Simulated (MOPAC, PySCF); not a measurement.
F3Ga, SMILES `[F][Ga]([F])[F]`, neutral singlet in the gas phase. 

Z-matrix (Å, degrees):
```
Ga
F 1 1.7337
F 1 1.7337 2 120.00
F 1 1.7337 2 120.00 3 -179.99
```
Charge 0, spin multiplicity 1.

All levels are single points at this geometry (B3LYP-D3(BJ)/def2-TZVP); Pople sets use spherical d functions. Orbital energies aren't observables, and empty levels follow the basis.

HF/3-21G in PySCF gives HOMO (eV) = -15.85.

Q: Estimate the HOMO (eV) from each of these levels: B3LYP-D3(BJ)/def2-TZVP in PySCF; B3LYP/3-21G in PySCF; B3LYP/6-31G* in PySCF; BP86/6-31G* in PySCF; M06-2X/6-31G* in PySCF; PBE/6-31G* in PySCF; SVWN5/6-31G* in PySCF; HF/6-31G* in PySCF; HF/STO-3G in PySCF; AM1 in MOPAC; PM6 in MOPAC; PM7 in MOPAC.

A: 
```tsv
level	HOMO (eV)
B3LYP-D3(BJ)/def2-TZVP in PySCF	-11.46
B3LYP/3-21G in PySCF	-10.00
B3LYP/6-31G* in PySCF	-10.94
BP86/6-31G* in PySCF	-9.27
M06-2X/6-31G* in PySCF	-13.45
PBE/6-31G* in PySCF	-9.13
SVWN5/6-31G* in PySCF	-9.39
HF/6-31G* in PySCF	-16.89
HF/STO-3G in PySCF	-8.54
AM1 in MOPAC	-13.63
PM6 in MOPAC	-14.49
PM7 in MOPAC	-14.48
```
